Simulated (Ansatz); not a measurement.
AlSi₆. Total charge 0; doublet. Geometry B3LYP-D4/def2-SVP.

```xyz
7

Al    1.479    0.763    0.490
Si   -0.443   -0.339   -3.087
Si   -0.613   -0.338   -0.769
Si   -2.324   -1.146    0.644
Si    1.256    0.562   -1.871
Si   -0.564   -0.219    1.733
Si    1.208    0.716    2.861
```

Another isomer (doublet) lies 1.00 eV lower at PBE0-D4/def2-TZVP; other spin states weren't run for this one.

Problem. Estimate the α-spin orbital energies around the gap (eV) in Ansatz with PBE-D4/def2-SVP, PBE-D4/def2-TZVP, revPBE-D4/def2-TZVP, PBE0-D4/def2-SVP, ωB97X-V/def2-TZVP.

Solution. 
| orbital | PBE-D4/def2-SVP | PBE-D4/def2-TZVP | revPBE-D4/def2-TZVP | PBE0-D4/def2-SVP | ωB97X-V/def2-TZVP |
| --- | --- | --- | --- | --- | --- |
| HOMO−5 | -6.96 | -6.84 | -6.79 | -7.86 | -9.61 |
| HOMO−4 | -6.42 | -6.29 | -6.25 | -7.30 | -9.01 |
| HOMO−3 | -6.25 | -6.14 | -6.10 | -7.15 | -8.95 |
| HOMO−2 | -5.87 | -5.77 | -5.74 | -6.64 | -8.35 |
| HOMO−1 | -5.56 | -5.46 | -5.42 | -6.35 | -7.99 |
| HOMO | -5.11 | -5.05 | -5.02 | -5.85 | -7.44 |
| LUMO | -3.61 | -3.54 | -3.49 | -3.10 | -1.35 |
| LUMO+1 | -3.52 | -3.49 | -3.44 | -2.96 | -1.12 |
| LUMO+2 | -2.67 | -2.64 | -2.60 | -2.06 | -0.17 |
| LUMO+3 | -2.57 | -2.54 | -2.48 | -1.97 | -0.12 |
| LUMO+4 | -2.21 | -2.22 | -2.15 | -1.52 | 0.35 |
| LUMO+5 | -2.19 | -2.20 | -2.15 | -1.52 | 0.37 |
| β HOMO | -5.50 | -5.40 | -5.36 | -6.29 | -7.93 |
| β LUMO | -4.55 | -4.46 | -4.39 | -3.92 | -2.10 |
